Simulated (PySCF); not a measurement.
**Bi2 at PBE0**

Computed with PBE0; Bi def2-TZVPP with ECP60; scalar-relativistic core potentials (PySCF 2.14).

```
state                          : ¹Σg⁺ (singlet), closed shell
bond length                    : 2.609 Å
harmonic wavenumber            : 209 cm⁻¹
force constant                 : 2.70 mdyn/Å
rotational constant Be         : 0.02370 cm⁻¹
anharmonicity ωexe             : 0.216 cm⁻¹
vibration–rotation constant αe : 3.47e-05 cm⁻¹
well depth De to Bi + Bi       : 51.9 kcal/mol
dissociation energy D0         : 51.6 kcal/mol
HOMO–LUMO gap                  : 3.44 eV
bond order (Mayer)             : 2.98
```

Closed-shell solutions of metal pairs were not tested for spin polarisation, which can lower them a little. Spin–orbit coupling is left out, which matters for elements this heavy, above all for dissociation energies.
